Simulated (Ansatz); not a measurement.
Job for Ansatz (a first-principles code): U-CCSD(T)/cc-pVDZ on HO3 (SMILES [O]OO).

Ansatz 0.2 input:
```yaml
crystal:
  periodic: [false, false, false]
  atoms:
    - {symbol: O, position_ang: [0.03900209, 0.01172916, -0.84491287]}
    - {symbol: O, position_ang: [0.05210714, 0.01565776, 0.70146986]}
    - {symbol: H, position_ang: [0.95946027, 0.28788298, -0.99493204]}
    - {symbol: O, position_ang: [-1.05056949, -0.31516990, 1.13827504]}
basis:
  gaussian:
    orbitals: cc-pVDZ
magnetization: {spin_polarized: true, initial_magnetization: 1}
correlation: {method: ccsd_t, electrons: outside_noble_gas}
scf: {omitted_lower_state_checks: [cluster_reference]}
```

The log:

```
WARN ansatz: RAYON_NUM_THREADS=1 ignored (pool sized by the plan → 1); use --threads N
Functional definition: HF
these checks for a lower state are left out or cut short: cluster_reference
integrals: 0.02 GiB planned
440 factors; integrals over basis functions are off by at most 1.4e-3 eV
mean field: 0.09 GiB planned
mean field evaluation 1: about -6117.2588 eV, gradient 2.8e1 eV
mean field evaluation 2: about -6117.3615 eV, gradient 2.8e1 eV
mean field evaluation 4: about -6120.6913 eV, gradient 3.5e0 eV
mean field evaluation 8: about -6121.1453 eV, gradient 7.9e-1 eV
mean field evaluation 16: about -6121.3913 eV, gradient 4.9e-1 eV
mean field evaluation 32: about -6121.3739 eV, gradient 9.4e-1 eV
mean field -6121.40248712 eV, -224.9573921661 hartree, gradient 3.3e-6 eV, S^2 1.139234; 4 other end points of the search recorded, 0 dependent functions left out
3 core orbitals not correlated
reference -6121.40248712 eV, -224.9573921661 hartree; 10, 9 occupied and 34, 35 virtual orbitals, 440 factors
second order -13.99175634 eV of doubles, -0.00000000 eV of singles
coupled cluster: 0.12 GiB planned
cycle   1  -14.09764993 eV  change   -1.1e-1 eV  update   1.3e-1
cycle   2  -14.74386948 eV  change   -6.5e-1 eV  update   5.7e-2
cycle   3  -15.09942990 eV  change   -3.6e-1 eV  update   5.0e-2
cycle   4  -15.19943759 eV  change   -1.0e-1 eV  update   2.6e-2
cycle   5  -15.21928883 eV  change   -2.0e-2 eV  update   1.5e-2
cycle   6  -15.25749195 eV  change   -3.8e-2 eV  update   8.0e-3
cycle   7  -15.26757966 eV  change   -1.0e-2 eV  update   4.1e-3
cycle   8  -15.27067172 eV  change   -3.1e-3 eV  update   1.6e-3
cycle   9  -15.27232408 eV  change   -1.7e-3 eV  update   7.9e-4
cycle  10  -15.27232555 eV  change   -1.5e-6 eV  update   3.9e-4
cycle  11  -15.27256904 eV  change   -2.4e-4 eV  update   2.2e-4
cycle  12  -15.27279560 eV  change   -2.3e-4 eV  update   1.1e-4
cycle  13  -15.27270462 eV  change    9.1e-5 eV  update   6.2e-5
cycle  14  -15.27271619 eV  change   -1.2e-5 eV  update   3.1e-5
cycle  15  -15.27265042 eV  change    6.6e-5 eV  update   1.4e-5
cycle  16  -15.27265213 eV  change   -1.7e-6 eV  update   4.8e-6
coupled cluster: 0.12 GiB planned
perturbative correction -0.52135330 eV, -0.0191593804 hartree
Total energy: -6137.19649255 eV, -225.5378111602 hartree
Checks for a lower state left out: cluster_reference
```

The calculation finished and met its thresholds. Its determinant has ⟨S²⟩ = 1.14, a mixture of spin states.

Cost: around 4 core-seconds (rough).
